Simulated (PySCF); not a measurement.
Property card for `[BH3-][P@@H+](C)C1=CCCC1`

C6H14BP.
SMILES with atom numbers: `[BH3-:1][P@@H+:2]([CH3:3])[C:4]1=[CH:5][CH2:6][CH2:7][CH2:8]1` (hydrogens: H9, H10, H11 on B1; H12 on P2; H13, H14, H15 on C3; H16 on C5; H17, H18 on C6; H19, H20 on C7; H21, H22 on C8)

From PBE0-D3(BJ)/def2-SVP geometry optimisation, gas phase (PySCF):

| Property | Result |
| --- | --- |
| Point group | C1 |
| Rotational constants A, B, C | 3.111, 1.071, 0.872 GHz |

**CAM-B3LYP/def2-SVPD ground state, ΔSCF and vertical TDDFT (core frozen in the response) (PySCF)**

| Quantity | Value |
| --- | --- |
| Dipole moment | 5.27 D |
| HOMO energy | -8.81 eV |
| LUMO energy | 0.49 eV |
| HOMO–LUMO gap | 9.30 eV |
| Lowest singlet excitation | 6.46 eV (192 nm, f = 0.276) |
| Strongest line among the 10 lowest singlet transitions | S1 at 6.46 eV (192 nm, f = 0.276) |
| Lowest triplet excitation (Tamm–Dancoff) | 4.04 eV |
| Static isotropic polarisability | 112.9 au |
| Vertical ionisation energy | 9.41 eV |
| Electronic spatial extent ⟨r²⟩ about the centre of nuclear charge | 1437 bohr² |

From B97-2/pcSseg-1 ground state and GIAO shieldings, non-relativistic (PySCF):

| Item | Value |
| --- | --- |
| 13C chemical shifts (computed TMS as zero) by class | 157.9 (C5), 135.4 (C4), 37.4 (C6), 36.8 (C8), 27.3 (C7), 8.7 (C3) ppm |
| 1H chemical shifts (computed TMS as zero) by class | 7.03 (H16), 4.90 (H12), 2.51 (H17), 2.49 (H18), 2.41 (H22), 2.29 (H21), 2.00 (H19), 1.79 (H20), 1.25 (H13/H14/H15), 0.97 (H9/H10/H11) ppm |
| Isotropic shieldings of nuclei other than C and H, by class | 148 (B1), 366 (P2) ppm |

**delta-SCF UKS SCAN, pcX-2 on the ionised atom, pcseg-1 elsewhere, spin-free X2C; 2p3/2 from a spin–orbit splitting computed afterwards within the 2p shell (PySCF)**

| Item | Value |
| --- | --- |
| Core binding energies | P2p3/2 137.1 (P2), B1s 193.0 (B1), C1s 290.3 (C4), C1s 290.4 (C5), C1s 290.9 (C7), C1s 290.9 (C6), C1s 290.9 (C3), C1s 291.0 (C8), P1s 2150.8 (P2) eV |

Monoisotopic mass from the formula: 128.0926 u.

The vertical singlet–triplet gap S1 − T1 is 2.42 eV (TDDFT singlet less Tamm–Dancoff triplet; S1: HOMO→LUMO, weight 0.91; T1: HOMO→LUMO, weight 0.80). The largest Löwdin shares of the HOMO are 0.31 on C4, 0.27 on C5, 0.08 on C6 and 0.08 on C8. The 10 singlets span 6.46 to 8.10 eV, and their oscillator strengths add up to 0.41. S1 lies 2.84 eV below the HOMO–LUMO gap; its leading configuration is HOMO→LUMO, weight 0.91. The dipole matches unit charges of opposite sign 1.10 Å apart (1 e·Å = 4.8032 D). A dipole of 5.27 D is allowed in C1, and pure rotational transitions are dipole-allowed. The principal polarisabilities are 90.8, 115.9 and 132.1 au; their mean is the isotropic value.

 NMR classes are plain means over equivalent atoms (diastereotopic ones count apart unless rotation or inversion swaps them), as if these changed places fast; in this geometry the members of some classes differ.

One conformer stands for the species.
